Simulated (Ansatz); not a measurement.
The cluster Al₂Cu₆, 8 atoms. Hardware: 4 threads of Arm Neoverse V2 on a shared host.

The 6-31G sets use Cartesian d functions. Correlated methods freeze 64 core orbitals.

(1) How many basis functions does each of these Ansatz runs have, and roughly what does it cost? PBE0-D4/def2-SVP, charge 0 singlet, energy, from earlier orbitals; MP2/def2-SVP, charge 0 triplet, energy, from earlier orbitals; PBE-D4/def2-SVP, charge 1 doublet at the geometry of the charge 0 singlet, energy, from earlier orbitals; HF/STO-3G, charge 0 quintet, energy; r2SCAN-D4/def2-SVP, charge 0 quintet, energy, from earlier orbitals; r2SCANh-D4/def2-SVP, charge 0 triplet, energy, from earlier orbitals; RPA@PBE/def2-SVP, charge 0 singlet, energy, from earlier orbitals; B3LYP-D4/6-31G, charge 0 singlet, energy; MP2/def2-SVP, charge 0 singlet, energy, from earlier orbitals; r2SCANh-D4/def2-TZVP, charge 0 singlet, energy, from earlier orbitals; PBE0-D4/def2-SVP, charge -1 doublet at the geometry of the charge 0 singlet, energy; PBE-D4/def2-SVP, charge 0 quintet, energy, from earlier orbitals.

Results:

(1) Other jobs shared the machine, so times can vary by a factor of up to 3. A dash marks memory too small to be measured apart from the calling script's.

| run | functions | fitting or Cholesky vectors | wall time | peak host memory (GiB) |
| --- | --- | --- | --- | --- |
| PBE0-D4/def2-SVP, charge 0 singlet, energy, from earlier orbitals | 222 | 2392 | 17 s | 1.1 |
| PBE-D4/def2-SVP, charge 1 doublet at the geometry of the charge 0 singlet, energy, from earlier orbitals | 222 | 2690 | 17 s | – |
| PBE-D4/def2-SVP, charge 0 quintet, energy, from earlier orbitals | 222 | 2690 | 18 s | – |
| B3LYP-D4/6-31G, charge 0 singlet, energy | 200 | 1974 | 18 s | 0.97 |
| MP2/def2-SVP, charge 0 singlet, energy, from earlier orbitals | 222 | 2392 | 18 s | 1.3 |
| RPA@PBE/def2-SVP, charge 0 singlet, energy, from earlier orbitals | 222 | 2392 | 23 s | 0.84 |
| MP2/def2-SVP, charge 0 triplet, energy, from earlier orbitals | 222 | 2392 | 48 s | 1.9 |
| r2SCANh-D4/def2-TZVP, charge 0 singlet, energy, from earlier orbitals | 344 | 3290 | 53 s | 2.5 |
| r2SCAN-D4/def2-SVP, charge 0 quintet, energy, from earlier orbitals | 222 | 2690 | 56 s | 0.85 |
| r2SCANh-D4/def2-SVP, charge 0 triplet, energy, from earlier orbitals | 222 | 2392 | 59 s | 1.9 |
| PBE0-D4/def2-SVP, charge -1 doublet at the geometry of the charge 0 singlet, energy | 222 | 2392 | 83 s | 2.4 |
| HF/STO-3G, charge 0 quintet, energy | 126 | 1119 | 1.7 min | 1.5 |
